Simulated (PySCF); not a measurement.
Run record: geometry optimisation, [CuCl4]2-, `[Cl][Cu-2]([Cl])([Cl])[Cl]` [radical].

Method: PBE0-D3(BJ)/def2-SVP geometry optimisation, gas phase (PySCF 2.14.0). Start geometry: GFN2-xTB. A driver script takes a list of jobs; this job's settings line and coordinates (Å) are shown.

Input:
```
{"job": {"xc": "PBE0", "basis": "def2-SVP", "d3": "d3bj", "grid": 1, "kind": "geom"}, "charge": -2, "multiplicity": 2}
Cl    -0.602570     1.973260     0.920290
Cu    -0.000180     0.010420    -0.016910
Cl     0.319030    -1.710880     1.269140
Cl    -1.708920    -0.616910    -1.297020
Cl     2.009880     0.349820    -0.909860
```

Question: What does the run print?

Answer: 
```
step   0  E = -3479.81733567  max force = 0.024727
step   1  E = -3479.82489026  max force = 0.010607
step   2  E = -3479.82690897  max force = 0.002590
step   3  E = -3479.82729269  max force = 0.001965
step   4  E = -3479.82756049  max force = 0.002134
step   5  E = -3479.82767884  max force = 0.001894
step   6  E = -3479.82771432  max force = 0.000911
step   7  E = -3479.82772504  max force = 0.000616
step   8  E = -3479.82773538  max force = 0.000436
step   9  E = -3479.82775236  max force = 0.000437
step  10  E = -3479.82776301  max force = 0.000467
step  11  E = -3479.82776732  max force = 0.000341
optimisation converged
```

Energies in Eh; «max force» is the largest Cartesian gradient component in Eh/bohr.

Question: Give the first gradient maximum in eV/Å.

Answer: With 1 Eh/bohr = 51.422 eV/Å, 1.272 eV/Å.

In short: final energy -3479.82777 Eh after 11 steps.

Question: Where do the atoms end?

Answer: 0.234 Å rms from the input after alignment:
```
atom  x, y, z in Å
Cl1   -0.6636    2.0971    0.6978
Cu2    0.0049   -0.0072   -0.0122
Cl3    0.3453   -1.9737    1.1692
Cl4   -1.8655   -0.5851   -1.2691
Cl5    2.1961    0.4745   -0.6201
```

The ion is multiply charged and computed in the gas phase, without counter-ions or solvent; whether it holds all its electrons wasn't checked.

On one thread of an x86-64 server, no GPU (shared host), this took 79 s of wall time.
Labels such as C1 count atoms from 1, the log's own numbers from 0.

For an open-shell metal species like this, the optimisation's SCF solution wasn't tested for stability and no frequencies at its level were run, so a lower state or another shape may exist.
